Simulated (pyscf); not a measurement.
Single points on ωB97X-D3(BJ)/def2-SVP structures (PySCF, gas phase).

Question: What is the homolytic dissociation enthalpy (298 K, ωB97M-D3(BJ)/def2-TZVP) of the As–Si bond of H₃Si–AsH–SiH₂–AsH₂, to H₃Si–AsH• + •H₂Si–AsH₂?

Answer: As–Si to H₃Si–AsH• + •H₂Si–AsH₂: 65.0 kcal/mol. The 7 functionals that were run give +60.4 (PBE) to +71.5 kcal/mol (ωB97X-D3(BJ)). •H₂Si–AsH₂ lies 16.5 kcal/mol over its isomer H₃Si–AsH• (electronic energy, ωB97M-D3(BJ)). Other isomers of H₃Si–AsH• were not searched in full and may lie lower. Elements up to Kr have no core potential and no relativistic terms here.
